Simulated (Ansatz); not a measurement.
The cluster Ru2H2⁻, relaxed as a quartet with UKS PBE0-D4/def2-TZVPD in Ansatz, starting from the PBE0-D4/def2-TZVPD geometry of the charge -1 doublet. Force threshold 0.02 eV/Å.

In the def2 sets Ru takes a core potential; there is no spin–orbit coupling. The highest occupied level of the charge -1 quartet lies above zero (up to 0.27 eV). The electron is either unbound and held by the finite basis, or the level is raised by self-interaction error. The structure comes from a short search, and lower isomers may exist.

Start:

Cartesian coordinates in Å:
```
Ru -0.675 -0.165 -0.132
Ru 1.580 -0.091 0.751
H -1.742 1.077 0.254
H 0.837 -0.820 -0.874
```

```tsv
step	energy (eV)	largest force component (eV/Å)	SCF passes
1	-5194.0873	1.382	326
2	-5194.3393	0.379	182
3	-5194.4277	0.984	249
4	-5194.6355	1.282	115
5	-5194.8599	0.511	95
6	-5195.0254	0.505	96
7	-5195.1068	0.103	103
8	-5195.1069	0.272	85
9	-5195.1114	0.036	88
10 (rejected)	-5195.1112	0.016	88
11	-5195.1115	0.012	82
```

Force components are those of the run's own axes.

End:

```xyz
4

Ru   -1.085   -0.143   -0.011
Ru    1.024   -0.143    0.360
H    -1.654    1.292    0.466
H     1.716   -1.007   -0.815
```

Bonds lost: Ru1–H4 (atoms count from 1).

The force fell under the threshold at step 10, but the optimiser went on. No frequencies were taken in this run, so the end may be a saddle point.

Hardware: 4 threads of AMD EPYC on a shared host. Wall time 3.6 min.
